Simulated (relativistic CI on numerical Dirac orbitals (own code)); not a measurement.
**Slater and spin-orbit integrals, Ta⁴⁹⁺**

Computed by Dirac-Coulomb-Breit CI, separate exchange-only KLI orbitals for each configuration, a model potential for QED, unscaled Slater integrals (own radial code, finite nucleus).

Slater integrals F^k, G^k are unscaled and averaged over j, outside the closed core [Ne]; ζ comes from projecting the Hamiltonian with its Breit term on Σ l·s of the shell.

- 3s2.3p6.3d6: F^2(3d,3d) = 586650, F^4(3d,3d) = 378810, ζ(3d) = 212650 cm⁻¹; <r>(3d) = 0.174, <r^2>(3d) = 0.03512 (bohr units).
- 3s2.3p5.3d7: ζ(3p) = 1.6122e+06, F^2(3d,3d) = 585790, F^4(3d,3d) = 378230, F^2(3p,3d) = 508500, G^1(3p,3d) = 542520, G^3(3p,3d) = 361720, ζ(3d) = 210950 cm⁻¹; <r>(3p) = 0.1942, <r^2>(3p) = 0.0437, <r>(3d) = 0.1742, <r^2>(3d) = 0.03521 (bohr units).
- 3s2.3p4.3d8: F^2(3p,3p) = 504240, ζ(3p) = 1.6112e+06, F^2(3d,3d) = 584910, F^4(3d,3d) = 377630, F^2(3p,3d) = 508100, G^1(3p,3d) = 542530, G^3(3p,3d) = 361600, ζ(3d) = 209250 cm⁻¹; <r>(3p) = 0.1943, <r^2>(3p) = 0.04377, <r>(3d) = 0.1745, <r^2>(3d) = 0.03531 (bohr units).

Give the Racah parameters of the d shell in 3s2.3p6.3d6.

B = F²/49 − 5F⁴/441 = 7678 cm⁻¹ and C = 35F⁴/441 = 30064 cm⁻¹.

Averages of the first 10 configurations, taken without configuration mixing, which lowers the lowest level and can move excited configurations by several eV; other configurations of the list can lie among them:

```tsv
Configuration	Parity	States	Average energy above the lowest level (eV)
3s2.3p6.3d6	even	210	116.5
3s2.3p5.3d7	odd	720	593.8
3s2.3p4.3d8	even	675	1079.4
3s.3p6.3d7	even	240	1021.4
3p6.3d8	even	45	1937.3
3s.3p5.3d8	odd	540	1497.2
3s2.3p6.3d5.4s	even	504	1857.2
3s2.3p6.3d5.4p	odd	1512	2019.1
3s2.3p4.3d7.4s	even	3600	2800.7
3s2.3p6.3d5.4d	even	2520	2202.2
```
